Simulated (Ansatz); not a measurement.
Consider the redistribution: `[F][Mg][Cl]` + `CO[SiH](Cl)SC` → `C[O][Mg][F]` + `CS[SiH](Cl)Cl`.

Gas-phase electronic energies from Ansatz, PBE0-D4/def2-TZVP geometries. CCSD(T)/CBS adds triple-zeta CCSD(T) − MP2 to the extrapolated MP2 energy (def2 sets, frozen cores). Functionals use def2-TZVPP. For Mg outer-core shells are correlated without core-valence functions, which leaves a few kJ/mol of doubt a bond. Each species was taken in one conformer, which may not be the lowest.

| level | ΔE (kcal/mol) |
| --- | --- |
| PBE-D4 | 18.9 |
| r2SCAN-D4 | 21.1 |
| CCSD/def2-TZVPP | 22.1 |
| CCSD(T)/def2-TZVPP | 21.6 |

What does CCSD(T)/CBS give? (Estimate.)

Ansatz gave: +20.6 kcal/mol. The listed levels differ from it by -1.7, 0.5, 1.5, 1.0 kcal/mol.

Largest T1 diagnostic among the species: 0.012.

From PBE to PBE0 (25 % exact exchange), in def2-TZVPP and without D4, ΔE moves by +1.7 kcal/mol. In def2-TZVPP, CCSD(T) changes the Hartree–Fock value by −4.6 kcal/mol (the triples alone add −0.5 kcal/mol) and MP2 by −5.9 kcal/mol.
